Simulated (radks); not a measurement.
Q: The rubidium ion Rb+, [Kr]. Calculated with a radial shooting solver on a logarithmic mesh with Libxc functionals: non-relativistic Kohn-Sham, r2SCAN, spin-polarised, spherical densities, point nucleus; meta-GGA in the generalised Kohn-Sham scheme. Every spin shell is full or empty, so the densities are truly spherical. Functionals are evaluated on that one density, not self-consistently. Rank these exchange functionals by their error against the exact value of the orbitals, and give that value: LDA, PBE, PBEsol, PW91, PW86, OPTX, SOGGA, B86b, r2SCAN, MS2.

A: Exact: -97.7577 hartree. From best to worst, with 100 (|E| - |E exact|)/|E exact| (equal figures are ties): PW91 -0.01, PW86 -0.01, r2SCAN -0.03, B86b +0.03, PBE -0.44, MS2 -0.45, OPTX +0.88, PBEsol -2.53, SOGGA -2.55, LDA -5.50.
